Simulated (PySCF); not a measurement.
Geometries of 3 isomers of C2H9BN2, from PBE0-D3(BJ)/def2-SVP geometry optimisation, gas phase (PySCF 2.14.0). One conformer each, no zero-point energy, no frequencies.

Question: Which isomer lies lowest at this level?
A.
```xyz
14
angstrom
C     -1.370   -1.054    0.044
N     -0.280   -0.147    0.281
C     -0.676    1.085    0.903
B      1.053   -0.470   -0.080
N      2.167    0.371    0.135
H     -1.001   -1.968   -0.439
H     -2.142   -0.607   -0.613
H     -1.876   -1.344    0.985
H     -1.402    1.644    0.282
H     -1.158    0.912    1.885
H      0.185    1.744    1.072
H      1.250   -1.544   -0.607
H      3.091    0.089   -0.154
H      2.137    1.287    0.559
```
B.
```xyz
14
angstrom
C      1.853    0.420    0.426
N      0.816   -0.570    0.361
B     -0.526   -0.395   -0.073
C     -1.054    1.030   -0.534
N     -1.409   -1.507   -0.096
H      2.278    0.525    1.441
H      1.451    1.403    0.144
H      2.695    0.208   -0.260
H      1.118   -1.496    0.640
H     -0.496    1.400   -1.411
H     -0.930    1.786    0.259
H     -2.120    1.015   -0.809
H     -1.153   -2.446    0.176
H     -2.370   -1.421   -0.388
```
C.
```xyz
14
angstrom
C     -2.323   -0.399    0.969
N     -1.246   -0.472    0.022
B      0.033    0.110    0.171
N      1.040    0.010   -0.817
C      2.370    0.546   -0.730
H     -2.646   -1.394    1.327
H     -1.996    0.174    1.848
H     -3.217    0.109    0.561
H     -1.465   -0.998   -0.816
H      0.279    0.722    1.190
H      0.849   -0.489   -1.678
H      3.149   -0.238   -0.749
H      2.480    1.093    0.217
H      2.597    1.255   -1.548
```

Answer: B. That is `CNB(C)N`, 13.8 kcal/mol below the next.

```json
{"SMILES": "CNB(C)N", "atoms numbered as above": "[CH3:1][NH:2][B:3]([CH3:4])[NH2:5]", "E (Eh)": "-215.66345", "relative (kcal/mol)": "0.0", "relative (kJ/mol)": "0.0", "dipole (D)": "1.27"}
{"SMILES": "CN(C)BN", "atoms numbered as above": "[CH3:1][N:2]([CH3:3])[BH:4][NH2:5]", "E (Eh)": "-215.64143", "relative (kcal/mol)": "13.8", "relative (kJ/mol)": "57.8", "dipole (D)": "1.37"}
{"SMILES": "CNBNC", "atoms numbered as above": "[CH3:1][NH:2][BH:3][NH:4][CH3:5]", "E (Eh)": "-215.63857", "relative (kcal/mol)": "15.6", "relative (kJ/mol)": "65.3", "dipole (D)": "1.58"}
```
